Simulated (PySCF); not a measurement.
# Computed properties of GaCl2, SMILES [Cl][Ga+][Cl], charge +1

GaCl2, SMILES [Cl][Ga+][Cl], charge +1. Geometry optimised at r2SCAN-D4/def2-TZVP. The spin state was assumed, not searched. The isomer is the one that the SMILES or the coordinates give; other isomers of the formula were not compared. One conformer was computed; it need not be the lowest. All values are computed for the isolated molecule unless a solvent is named; none is compared with measurement here.

**Structure.** The optimised structure has D∞h symmetry. All 4 harmonic modes at r2SCAN-D4/def2-TZVP (PySCF) are real, so it is a minimum. With heavy atoms numbered as in [Ga+:1]([Cl:2])[Cl:3], the shortest bond between them is Ga1–Cl2 at 2.021 Å and the longest Ga1–Cl3 at 2.021 Å.

**Vibrations.** The strongest infrared lines (harmonic, unscaled, degenerate partners summed) lie at 611 cm⁻¹ (63 km/mol, Ga 50 %, Cl 50 %), 113 cm⁻¹ (16 km/mol, Ga 50 %, Cl 50 %). The softest mode is at 113 cm⁻¹ and the zero-point energy is 1.8 kcal/mol.

**Electronic structure.** M06-2X/def2-TZVPD (PySCF) places the frontier levels at -17.14 and -8.02 eV, a gap of 9.12 eV and a mean polarisability of 44.4 bohr³. PBE/def2-TZVPD (PySCF) at the same geometry gives -14.43 and -9.87 eV, so its gap is 4.56 eV narrower. An orbital gap is neither the optical nor the fundamental gap.

**Excitations.** TDDFT-ωB97X/def2-SVPD (PySCF) has S1 at 5.65 eV (219 nm, f = 0.000, dark); the most intense of the 10 singlets computed lies at 6.29 eV (f = 0.05). Strengths of degenerate partners are summed. T1 (TDA) is at 5.23 eV. TDDFT-PBE/def2-SVPD (PySCF) puts S1 at 4.69 eV. No vertical singlet excitation falls in the visible range (under 3.1 eV).
